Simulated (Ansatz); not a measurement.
Geometry optimisation, Ansatz 0.2.0, DFT PBE-D3(BJ), scalar-relativistic, plane waves, PAW.

Input:

```yaml
crystal:
  lattice:
    - [5.727565, 0.0, 0.0]
    - [0.0, 5.727565, 0.0]
    - [0.0, 0.0, 18.075]
  atoms:
    - { symbol: Al, position: [0.25, 0.25, 0.05532503] }
    - { symbol: Al, position: [0.74999999, 0.25, 0.05532503] }
    - { symbol: Al, position: [0.25, 0.74999999, 0.05532503] }
    - { symbol: Al, position: [0.74999999, 0.74999999, 0.05532503] }
    - { symbol: Al, position: [0.0, 0.0, 0.16735823] }
    - { symbol: Al, position: [0.49999999, 0.0, 0.16735823] }
    - { symbol: Al, position: [0.0, 0.49999999, 0.16735823] }
    - { symbol: Al, position: [0.49999999, 0.49999999, 0.16735823] }
    - { symbol: Al, position: [0.25, 0.25, 0.27939142] }
    - { symbol: Al, position: [0.74999999, 0.25, 0.27939142] }
    - { symbol: Al, position: [0.25, 0.74999999, 0.27939142] }
    - { symbol: Al, position: [0.74999999, 0.74999999, 0.27939142] }
    - { symbol: Al, position: [0.0, 0.0, 0.39142462] }
    - { symbol: Al, position: [0.49999999, 0.0, 0.39142462] }
    - { symbol: Al, position: [0.0, 0.49999999, 0.39142462] }
    - { symbol: Al, position: [0.49999999, 0.49999999, 0.39142462] }
    - { symbol: C, position: [0.74999999, 0.74999999, 0.39751037] }
    - { symbol: H, position: [0.83333332, 0.33333333, 0.4340249] }
basis:
  ecutwfc: 420.0
kpoints:
  mp_grid: { grid: [4, 4, 1] }
hamiltonian:
  xc: pbe
  dispersion: d3bj
scf:
  occupations: { method: fermi_dirac, width: 0.15 }
  lower_state_search: "off"
relax:
  f_tol: 0.03
  max_steps: 60
  adjacent_minimum: "off"
  constraints: [{ sites: [0, 1, 2, 3] }]
output:
  write_density: true
  write_potential: true
  elf: true
  volumetric_format: npy
```

Launched with:

```bash
$ ansatz run input.yaml --threads 2 --pin off --max-ram 5120MiB --backend cpu --events-out ev --progress --plain --runs-dir out
```

Q: Where does it end, and by what steps?

A: The forces met the threshold. The force dipped under the threshold on the way, but the program's further checks kept it going. Limits of this set-up: coarse k mesh, thin slab, slab without dipole correction, odd electron count without spin, a typed lattice constant that wasn't relaxed here. After 8 steps the energy has fallen by 0.674 eV; H18 moved furthest, 0.87 Å. Joined: Al13–H18 (2.27 → 1.79 Å).

| step | energy less start (eV) | largest force component (eV/Å) | accepted |
| --- | --- | --- | --- |
| 0 | 0.0000 | 1.526 | yes |
| 1 | -0.3781 | 0.716 | yes |
| 2 | -0.5304 | 0.315 | yes |
| 3 | -0.6257 | 0.227 | yes |
| 4 | -0.6631 | 0.118 | yes |
| 5 | -0.6562 | 0.208 | no |
| 6 | -0.6709 | 0.050 | yes |
| 7 | -0.6733 | 0.008 | yes |
| 8 | -0.6738 | 0.006 | yes |

```xyz
18
Lattice="5.7276 0.0000 0.0000 0.0000 5.7276 0.0000 0.0000 0.0000 18.0750" Properties=species:S:1:pos:R:3
Al 1.432 1.432 1.000
Al 4.296 1.432 1.000
Al 1.432 4.296 1.000
Al 4.296 4.296 1.000
Al -0.024 0.014 3.009
Al 2.851 0.015 3.013
Al -0.024 2.854 3.008
Al 2.851 2.853 3.013
Al 1.327 1.436 4.940
Al 4.226 1.437 4.958
Al 1.425 4.299 4.882
Al 4.282 4.300 4.949
Al 0.042 0.021 7.053
Al 2.784 0.020 7.008
Al 0.040 2.854 7.054
Al 2.782 2.859 7.009
C 4.305 4.302 7.055
H 5.460 1.438 8.108
```

Whether the end is a true minimum wasn't checked by a vibrational analysis.

Time of the run: 110 s on 2 threads of Intel(R) Xeon(R) Platinum 8259CL CPU @ 2.50GHz (Skylake/Cascade Lake), with other jobs on the host, peak memory 0.86 GiB.
